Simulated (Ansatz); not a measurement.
Consider the cleavage of the Si–Si bond: `N[SiH](F)[SiH2]F` + `[OH][GeH3]` → `F[SiH2][O][GeH3]` + `N[SiH2]F`.

Computed with Ansatz on PBE0-D4/def2-TZVP structures; ΔE is electronic, products minus reactants. CCSD(T)/CBS is the MP2 limit (def2-TZVPP, def2-QZVPP) plus CCSD(T) − MP2 in def2-TZVPP, frozen cores. Functionals use def2-TZVPP. For Ge outer-core shells are correlated without core-valence functions, which leaves a few kJ/mol of doubt a bond. Scalar relativity is left out up to krypton. One conformer a species, not always the lowest.

```tsv
species	ωB97M-V energy (Eh)
`N[SiH](F)[SiH2]F`	-836.60720
`[OH][GeH3]`	-2154.52263
`F[SiH2][O][GeH3]`	-2544.59059
`N[SiH2]F`	-446.59760
```

Question: Work out ΔE.

Answer: ΔE = (-2544.59059) + (-446.59760) − (-836.60720) − (-2154.52263) = -0.05836 Eh = -36.6 kcal/mol. CCSD(T)/CBS gives -36.5 kcal/mol.

Largest T1 diagnostic among the species: 0.012.

From PBE to PBE0 (25 % exact exchange), in def2-TZVPP and without D4, ΔE moves by −2.6 kcal/mol. In def2-TZVPP, CCSD(T) changes the Hartree–Fock value by +5.3 kcal/mol (the triples alone add +0.7 kcal/mol) and MP2 by +3.5 kcal/mol.
